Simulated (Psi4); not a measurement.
HCl, charge +1, doublet, geometry from GFN2-xTB (a state made from the parent by changing its charge; the spin is typed, not shown lowest). Base run: HF/def2-SVP in Psi4 1.11.

Geometry (Å):
```xyz
2

Cl     0.0000     0.0000    -0.0739
H      0.0000     0.0000     1.2569
```
Charge +1, spin multiplicity 2.
Orbitals are unrestricted.
All else is at Psi4's defaults (density fitting; Cartesian or spherical functions as each basis is defined).

The base run was repeated with changes; each row names its change, and settings that it needs were set with it.

```tsv
change	basis functions	E (Eh)
base	23	-459.51560
basis = STO-3G	10	-454.73370
basis = def2-SV(P)	20	-459.50470
basis = cc-pVDZ	23	-459.66487
basis = 6-31G**	24	-459.63970
basis = 6-31+G*	25	-459.63448
basis = cc-pV(D+d)Z	28	-459.66718
basis = aug-cc-pVDZ	36	-459.66647
basis = def2-TZVP	43	-459.67494
basis = cc-pVTZ	48	-459.68335
basis = def2-TZVPD	55	-459.67552
basis = def2-TZVPP	56	-459.67584
basis = def2-QZVPP	100	-459.68899
```

Totals compare only among sets that treat the same electrons; sets with core potentials leave the core out.

Open shells are given as the SCF converged; they aren't shown to be the lowest states, and a large step between rows can be another state.
